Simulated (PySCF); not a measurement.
## Electronic absorption of 2-furoyl chloride

Species: 2-furoyl chloride, C5H3ClO2.
Z-matrix (Å and degrees, GFN2-xTB geometry), rows numbered from 1:
```
O 
C   1  1.1917
Cl  2  1.7696  1  120.67
C   2  1.4424  1  127.19  3  -179.97
C   4  1.3822  2  128.64  1    -0.06
C   5  1.4040  4  106.03  2  -179.99
C   6  1.3695  5  105.74  4    -0.03
O   7  1.3281  6  111.24  5     0.02
H   5  1.0702  4  125.85  2     0.03
H   6  1.0703  5  127.26  4   179.96
H   7  1.0729  6  131.35  5  -179.93
```

Theory: PySCF 2.14.0, density-fitted response routines, TDDFT PBE0/def2-SVPD, vertical, gas phase, core orbitals frozen in the response.

Question: List the vertical singlet excitations with oscillator strengths and describe the spectrum.

Answer: 

```tsv
state	E (eV)	E (kJ/mol)	λ (nm)	f	symmetry	main configurations (H = HOMO, L = LUMO)
S1	4.57	441	271.4	0.0000	–	H-1→L (94%)
S2	4.94	477	250.9	0.388	A′	H→L (96%)
S3	5.61	542	220.9	0.0003	–	H-3→L (96%)
S4	5.91	570	209.7	0.017	A′	H-2→L (89%)
S5	6.07	586	204.2	0.043	A′	H-4→L (91%)
S6	7.01	676	176.8	0.0027	A″	H→L+2 (98%)
S7	7.21	696	172.0	0.105	A′	H→L+1 (85%)
S8	7.34	709	168.8	0.0040	A″	H→L+3 (97%)
```

Triplets (Tamm–Dancoff): T1 3.14 eV, H→L (94%); T2 4.15 eV, H-1→L (90%); T3 4.72 eV, H-2→L (85%).

The lowest singlet lies at 4.57 eV (271 nm, ultraviolet) and is dark (f under 0.0005); its leading configuration is HOMO-1→LUMO (94%). The strongest level in the table is S2 at 4.94 eV (251 nm, f = 0.388). Löwdin shares by element: HOMO carbon 74% or more (atoms not listed hold the other 26%); LUMO carbon 48% or more, oxygen 19% or more (atoms not listed hold the other 32%). The listed states span 2.78 eV, and the widest gap between neighbours is 0.94 eV (S5 to S6). Orbital energies (eV): HOMO-3 -9.30, HOMO-2 -9.09, HOMO-1 -8.63, HOMO -7.68, LUMO -2.26, LUMO+1 0.25, LUMO+2 0.54. Of the 8 states listed, 4 reach f = 0.01 and 2 stay under 0.0005. Symmetry labels in Cs follow from the direction of the transition dipole and are given only for states with f of 0.002 or more. Only the lowest 8 singlets were computed, as vertical energies without vibronic structure.

Hardware: Arm Neoverse V1, one thread, no GPU, shared host. Cost: 29 s wall.

One conformer stands for the species.
